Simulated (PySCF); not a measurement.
## Static response to an electric field

Compound: C5H10O2Si.
Geometry (GFN2-xTB, Å), atoms numbered from 1 in this order:
```
atom  x, y, z in Å
C1    -1.4815    1.1622   -1.2703
C2    -0.9751    0.2381   -0.1722
C3    -1.9381   -0.8754    0.1305
O4    -1.9561   -1.5035    1.1535
C5     0.3269   -0.4787   -0.5944
O6     0.6392   -0.5669   -1.7547
C7     1.1232   -1.0027    0.5342
Si8    2.3489    0.3475    1.1320
H9    -1.5855    0.6115   -2.2022
H10   -0.7718    1.9692   -1.4337
H11   -2.4437    1.5897   -0.9984
H12   -0.7626    0.7808    0.7529
H13   -2.6279   -1.1072   -0.7012
H14    1.7067   -1.8591    0.1980
H15    0.4766   -1.3041    1.3564
H16    1.5800    1.4755    1.6651
H17    3.1623   -0.2547    2.1860
H18    3.1698    0.7842    0.0069
```

Level: CAM-B3LYP/def2-SVPD (PySCF), static field, nuclei fixed, core orbitals frozen in the response. The polarisability tensor in these axes (au):

```
x   98.56  2.28  6.61
y    2.28 81.48 -4.16
z    6.61 -4.16 92.40
```

Problem. Diagonalise the tensor; give its mean and Δα, where Δα² is half the sum of the squared differences of the eigenvalues.

Solution. Principal values 79.03, 90.63 and 102.78 au; mean 90.81 au = 13.46 Å³ = 14.97 × 10⁻⁴⁰ C²·m²/J; Δα = 20.57 au (23 % of the mean).

Problem. What is the dipole moment, and where does it point?

Solution. (0.06, 1.70, 0.74) D, 1.85 D in size, pointing from the negative to the positive side. Measured along this direction, the outermost atoms are H14 at the negative end and H16 at the positive end.

Problem. Directions of the eigenvectors, and the extent of the frame along each?

Solution. Largest value along (0.84, -0.02, 0.54), where the nuclei span 6.47 Å; middle along (-0.49, -0.46, 0.74), 4.40 Å; least along (-0.24, 0.89, 0.39), 3.58 Å. The response follows the extents in order.

Problem. What depolarisation ratio follows for Rayleigh scattering of linearly polarised light, taking the static tensor?

Solution. ρ = 3Δα²/(45ᾱ² + 4Δα²) = 1269.3/(371118 + 1692.4) = 0.0034.

Problem. Molar refractivity from α?

Solution. Lorentz–Lorenz: R = (4π/3)N_A α = 2.5225 cm³/(mol·Å³) × 13.46 Å³ = 33.9 cm³/mol, in the limit of long wavelengths.

Problem. Refractivity n − 1 of an ideal gas of it at 273.15 K and 1 atm, from the electronic α?

Solution. N = p/kT = 2.6868 × 10¹⁹ cm⁻³, so n − 1 = 2π × N × 13.46 × 10⁻²⁴ cm³ = 2272 × 10⁻⁶ at long wavelengths.

The structure is a single GFN2-xTB conformer in the gas phase; no vibrational or solvent corrections.
